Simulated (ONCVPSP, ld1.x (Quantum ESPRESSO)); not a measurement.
# Hardness and transferability of assorted potentials

Generated with ld1.x 7.5 (TM, RRKJ, ultrasoft, PAW), atompaw 4.2 or ONCVPSP 4.0.1. The cutoff is in Ry: for ld1.x and atompaw files where the sum of valence levels is converged to 10 mRy in a Bessel basis, for ONCV files where the hardest occupied wave has 1 mHa per electron of residual kinetic energy. The error is the largest all-electron minus pseudo excitation energy over each file’s own four to seven test configurations (ionisations up to +4, promotions, holes and added fractions of an electron), all of which were solved. The labels leave out finer settings (local radius, basis sizes, second energies), which also bear on the numbers. Spin-polarised tests are not counted. The rows are a selection from randomly drawn settings: files with unsolved tests, undetermined cutoffs or missed reference levels are left out.

```csv
element,potential,cutoff (Ry),largest error (meV),bound ghosts
Mn,"ONCV, PBE, scalar-relativistic, rc 1.15/0.64/1.70 (spd), local smoothed, core correction yes, reference 3s2 3p6 3d4, qcut 11.7/11.5/9.8, projectors 2/2/2",502,+87,none
Zr,"ONCV, PBE, scalar-relativistic, rc 1.90/2.25/1.85 (spd), local smoothed, core correction yes, reference 4s2 4p6 4d2, qcut 8.3/6.2/4.7, projectors 1/1/3",53,+650,none
Rh,"TM, PBE, scalar-relativistic, rc 2.90/3.35/1.55 (spd), local s, core correction no, reference 4d8.5 5s0.5 5p0",60,-216,none
Cd,"ONCV, PBE, fully relativistic, rc 1.75/1.45/1.45 (spd), local smoothed, core correction yes, reference 4s2 4p6 4d10 5s2, qcut 8.3/10.4/12.5, projectors 2/2/2",82,+6.3,none
Ta,"ONCV, PBE, scalar-relativistic, rc 3.05/1.85/2.00 (spd), local smoothed, core correction yes, reference 5p6 5d3 6s2, qcut 2.2/8.6/4.4, projectors 2/3/1",41,-29,none
Hg,"ONCV, PBE, scalar-relativistic, rc 1.15/1.75/1.60 (spd), local smoothed, core correction no, reference 5s2 5p6 5d10 6s2, qcut 8.2/9.7/10.4, projectors 2/2/2",62,-18,none
Bi,"ONCV, PBE, scalar-relativistic, rc 2.00/2.50 (sp), local smoothed, core correction yes, reference 6s2 6p3, qcut 2.6/3.1, projectors 2/1",50,-297,none
```

(1) Fill in the row for Mg: ONCV, PBE, scalar-relativistic, rc 0.60/1.25/1.30 (spd), local smoothed, core correction yes, reference 2s2 2p6, qcut 13.3/13.1/7.5, projectors 1/1/3.

## Answers

(1) cutoff 194 Ry, largest error -124 meV, bound ghosts: none.
